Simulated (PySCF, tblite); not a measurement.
C5H8SSi.
Structure used (GFN2-xTB), in Å, numbered top down from 1:
```
atom  x, y, z in Å
C1     2.683   -0.237   -0.596
S2     1.497    0.629   -1.666
C3     0.004    0.366   -0.813
C4    -1.169    0.872   -1.246
C5    -2.322    0.560   -0.434
C6    -2.116   -0.198    0.657
Si7   -0.298   -0.629    0.784
H8     2.400   -1.281   -0.508
H9     2.705    0.237    0.381
H10    3.653   -0.150   -1.076
H11   -1.270    1.474   -2.136
H12   -3.292    0.939   -0.726
H13   -2.913   -0.482    1.323
H14    0.027   -2.045    0.600
H15    0.408   -0.047    1.927
```

Method: CAM-B3LYP/def2-SVPD in PySCF (dipole) on a GFN2-xTB geometry, gas phase.

Take the most abundant isotopes and a rigid rotor. The values belong to one conformer with, in the numbering `[CH3:1][S:2][C:3]1=[CH:4][CH:5]=[CH:6][SiH2:7]1`, C1–S2–C3–C4 179°.

**Question.** What are A, B and C (MHz)?

**Answer.** Ia = 139.16, Ib = 382.53, Ic = 512.49 u·Å²; 505379 MHz·u·Å²/I gives A = 3632, B = 1321, C = 986.1 MHz.

**Question.** Classify the top.

**Answer.** An asymmetric top; Ray's κ = -0.747.

**Question.** What does the inertial defect say?

**Answer.** Not planar: Δ = Ic − Ia − Ib = -9.20 u·Å². For a rigid frame Δ = −2 Σ m c², so Σ m c² = 4.60 u·Å² lies off the ab plane: 4.58 from hydrogen and 0.02 from heavier atoms. The atom farthest from that plane is 1.23 Å away.

**Question.** List the rotational levels J(Ka,Kc) to J = 3 (cm⁻¹).

**Answer.** Above 0(0,0):
J = 1: 1(0,1) 0.0770, 1(1,1) 0.1540, 1(1,0) 0.1652
J = 2: 2(0,2) 0.2298, 2(1,2) 0.2968, 2(1,1) 0.3303, 2(2,1) 0.5615, 2(2,0) 0.5626
J = 3: 3(0,3) 0.4562, 3(1,3) 0.5102, 3(1,2) 0.5772, 3(2,2) 0.7924, 3(2,1) 0.7980, 3(3,1) 1.2064, 3(3,0) 1.2064

**Question.** Which types of transition are allowed, and where do some lines up to J = 3 fall?

**Answer.** The dipole components are |μa| = 0.00 D, |μb| = 1.29 D, |μc| = 0.04 D. The squared components, which scale the intensities, stand as 0.00 : 1.00 : 0.00 (a : b : c). Some lines, for components of 0.1 D or more:

```
type  branch         J(Ka,Kc)    MHz  lower level (cm⁻¹)
   b       R  3(1,2) ← 2(2,1)    470               0.562
   b       R  2(0,2) ← 1(1,1)   2270               0.154
   b       Q  1(1,0) ← 1(0,1)   2646               0.077
   b       Q  2(1,1) ← 2(0,2)   3014               0.230
   b       Q  3(1,2) ← 3(0,3)   3628               0.456
   b       R  1(1,1) ← 0(0,0)   4618               0.000
   b       R  3(0,3) ← 2(1,2)   4779               0.297
   b       R  2(1,2) ← 1(0,1)   6590               0.077
   b       Q  3(2,1) ← 3(1,2)   6618               0.577
   b       Q  2(2,0) ← 2(1,1)   6965               0.330
   b       Q  2(2,1) ← 2(1,2)   7937               0.297
   b       R  3(1,3) ← 2(0,2)   8408               0.230
   b       Q  3(2,2) ← 3(1,3)   8459               0.510
   b       R  2(2,1) ← 1(1,0)  11881               0.165
   b       Q  3(3,0) ← 3(2,1)  12245               0.798
   b       R  2(2,0) ← 1(1,1)  12250               0.154
   b       Q  3(3,1) ← 3(2,2)  12410               0.792
   b       R  3(2,2) ← 2(1,1)  13853               0.330
   b       R  3(2,1) ← 2(1,2)  15025               0.297
   b       R  3(3,1) ← 2(2,0)  19298               0.563
   b       R  3(3,0) ← 2(2,1)  19334               0.562
```

Its GFN2-xTB frequencies are all real (lowest 44 cm⁻¹). Zero-point vibration and centrifugal distortion are left out. A rigid rotor knows nothing of internal rotation, which can split or shift real lines.
